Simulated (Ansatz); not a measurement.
The cluster K₂Se. The state is a quintet with charge 0. Geometry r2SCAN-D4/def2-TZVP; atoms count from 1.

```tsv
atom	x (Å)	y (Å)	z (Å)
K1	-0.7143	-2.6772	3.1235
K2	0.6059	2.8618	-2.9794
Se3	0.1084	-0.1846	-0.1441
```

At PBE0-D4/def2-TZVP a singlet of charge 0 lies 4.32 eV below the quintet, each at its own geometry. The structure comes from a short search, and lower isomers may exist.

Problem. Estimate the Mulliken populations from the PBE0/def2-TZVP orbitals of Ansatz.

Solution. 
```
atom  charge (e)  spin (α − β)
  K1       -0.03          0.99
  K2       -0.03          0.99
 Se3        0.06          2.01
```
Mulliken values depend strongly on the basis.

Problem. Where does the spin sit?

Solution. Summed by element: K 1.99, Se 2.01, of 4 unpaired in all. Largest on single atoms: Se3 2.01, K1 0.99, K2 0.99.
